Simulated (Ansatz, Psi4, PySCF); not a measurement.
CH6N (SMILES C[NH3+]), charge +1, singlet, geometry from GFN2-xTB. Base run: MP2/def2-TZVP in PySCF.

The PySCF input:
```python
from pyscf import gto, scf, mp

mol = gto.M(
    atom='''
C    -0.77071948    0.11205340   -0.02502897
N     0.69755629   -0.10141635    0.02265301
H    -1.22221644   -0.55838622   -0.75295779
H    -0.98986314    1.13881131   -0.30956972
H    -1.20846834   -0.08311829    0.95144588
H     0.91217603   -1.07122392    0.29134982
H     1.13138247    0.52994390    0.70965040
H     1.11841225    0.08156726   -0.89831582
''',
    basis='def2-tzvp',
    charge=1,
    verbose=4,
)

mf = scf.RHF(mol)
mf.kernel()

pt = mp.MP2(mf)
pt.kernel()
print('E(MP2) = %.10f' % pt.e_tot)
```

The same geometry, method and basis name were run in Ansatz (an electronic-structure program) and Psi4 and PySCF, at each program's defaults and at the settings that a row names. The base is PySCF at its defaults. Differences at the defaults can come from grids, fitting, cores and function types together.

```tsv
code and settings	ΔE vs base (mEh)	basis functions	E (Eh)	SCF cycles
PySCF, defaults (exact integrals, spherical functions, all electrons correlated)	0.000	98	-96.03365	9
Psi4, defaults (density fitting with its default set, spherical functions, all electrons correlated)	___	98	___	10
Ansatz, defaults (factorised integrals, spherical functions, frozen core)	36.368	98	-95.99728	-
PySCF, frozen core	36.367	98	-95.99728	9
Psi4, exact integrals, spherical functions, frozen core	36.367	98	-95.99728	10
Ansatz, high accuracy, frozen core	36.367	98	-95.99728	-
```

Q: Fill in the missing entries.

A: 
- Psi4, defaults (density fitting with its default set, spherical functions, all electrons correlated), ΔE vs base (mEh): 0.173
- Psi4, defaults (density fitting with its default set, spherical functions, all electrons correlated), E (Eh): -96.03348
